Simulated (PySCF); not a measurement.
C4H3S, SMILES [c]1cccs1, multiplicity 2. Atoms are numbered in the order given.

```xyz
8

C      1.2513     0.0651     0.0000
C      0.7276     1.3194     0.0000
C     -0.7113     1.2402     0.0000
C     -1.1864    -0.0465     0.0000
S      0.1123    -1.2155     0.0000
H      1.2981     2.2487     0.0000
H     -1.3606     2.1178     0.0000
H     -2.2214    -0.3866     0.0000
```
Charge 0, spin multiplicity 2.

Geometry optimised at B3LYP-D3(BJ)/def2-SVP. The isomer is the one that the SMILES or the coordinates give; other isomers of the formula were not compared.

Level of theory: PySCF with B3LYP/pcH-1.

Unrestricted Kohn–Sham, ⟨S²⟩ = 0.760. Hyperfine tensors hold the contact and dipolar terms, without spin-orbit corrections.

Computed hyperfine couplings:
```
nucleus    A(iso) (MHz)  A(iso) (G)  dipolar principal values (MHz)
---------  ------------  ----------  ------------------------------
13C no. 1         539.6       192.5             -76.4, -54.2, 130.6
13C no. 2          27.4         9.8               -18.0, -0.2, 18.2
13C no. 3          63.6        22.7                 -5.3, -1.7, 7.0
13C no. 4          30.8        11.0                -12.3, 0.0, 12.2
33S no. 5          56.8        20.3                 -5.3, -4.3, 9.5
1H no. 6           32.8        11.7                -6.5, -5.1, 11.6
1H no. 7           11.0         3.9                 -3.1, -2.1, 5.2
1H no. 8           19.3         6.9                  -3.5, 0.4, 3.1
```

### Question
And the g tensor (effective nuclear charges for spin-orbit coupling, GIAO)? (The exact figures need the calculation; the answer reports its results.)

### Answer
principal values 1.9994, 2.0021, 2.0029; isotropic 2.0015.
